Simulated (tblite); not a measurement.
Compound: C6H8ClO (doublet state).
Atom-mapped SMILES: `[O:1][C@@H:2]1[CH2:3][CH:4]=[CH:5][C@@H:6]([Cl:7])[CH2:8]1` (hydrogens: H9 on C2; H10, H11 on C3; H12 on C4; H13 on C5; H14 on C6; H15, H16 on C8)

Structure used (GFN2-xTB), in Å, numbered top down from 1:
```xyz
16
C6H8ClO angstrom
O     -0.548   -1.326   -1.612
C     -0.489   -1.200   -0.311
C     -1.513   -0.166    0.273
C     -0.957    1.212    0.135
C      0.317    1.492   -0.098
C      1.351    0.438   -0.305
Cl     2.897    0.943    0.453
C      0.910   -0.902    0.273
H     -0.824   -2.171    0.133
H     -1.708   -0.393    1.323
H     -2.451   -0.242   -0.279
H     -1.682    2.011    0.216
H      0.655    2.513   -0.186
H      1.560    0.323   -1.375
H      0.858   -0.844    1.361
H      1.617   -1.680   -0.014
```

Computed values, GFN2-xTB/tblite, gas phase, harmonic and unscaled. This tight-binding method is rough: wavenumbers can miss measured ones by several per cent, in bad cases by 10 to 20. One conformer, not necessarily the lowest. Open shells enter through the occupations alone, without spin polarisation, and single modes of such species can be off by tens of per cent.

Harmonic wavenumbers (cm⁻¹): 72.8, 134.3, 230.9, 239.1, 318.4, 349.9, 398.7, 506.0, 555.9, 631.7, 691.9, 770.5, 833.4, 867.5, 889.6, 901.0, 928.2, 964.6, 981.8, 1049.1, 1089.0, 1116.3, 1122.6, 1144.6, 1164.1, 1196.7, 1257.3, 1268.5, 1271.4, 1294.7, 1321.5, 1428.8, 1457.9, 1690.1, 2582.4, 2907.0, 2959.2, 2992.0, 2995.2, 3001.8, 3055.7, 3088.3.

A = 3252, B = 1195, C = 999.9 MHz; mass 131.026 u (most abundant isotopes); point group C1, symmetry number 1; spin multiplicity 2.

**Question.** Zero-point energy?

**Answer.** Half the sum of the wavenumbers: 26860 cm⁻¹ = 321.32 kJ/mol.

**Question.** What is S at 200 K and 1 bar for an ideal gas of classical rigid rotors and harmonic oscillators?

**Answer.** Translation 161.36, rotation 115.54, vibration 43.69, spin (R ln 2) 5.76: S = 326.4 J/(mol K).

**Question.** And Cp and H(200 K) − H(0)?

**Answer.** Cp = 92.31 J/(mol K), of which vibrations give 59.06 (their classical limit is 42 R = 349.2); H(200 K) − H(0) = 11.87 kJ/mol without the zero-point energy, 5.22 from vibrations.

**Question.** What must be added to the electronic energy to get the Gibbs energy at 200 K and 1 bar?

**Answer.** ZPE + [H(200 K) − H(0)] − T·S = 321.32 + 11.87 − 65.27 = 267.92 kJ/mol.

**Question.** Blend soft modes into free rotors: weight 1/[1 + (100 cm⁻¹/ν̃)⁴] for the oscillator and the rest for a rotor with moment μB/(μ + B), μ = h/(8π²ν), B = 10⁻⁴⁴ kg m². What vibrational entropy results?

**Answer.** 42.19 J/(mol K) in place of 43.69, which changes −T·S at 200 K by +0.30 kJ/mol.

Hindered rotation and anharmonicity are outside this model. Other conformers, if any are populated, would add a mixing term that is left out. The structure is chiral; the term R ln 2 for an equal mix with its mirror image is left out.
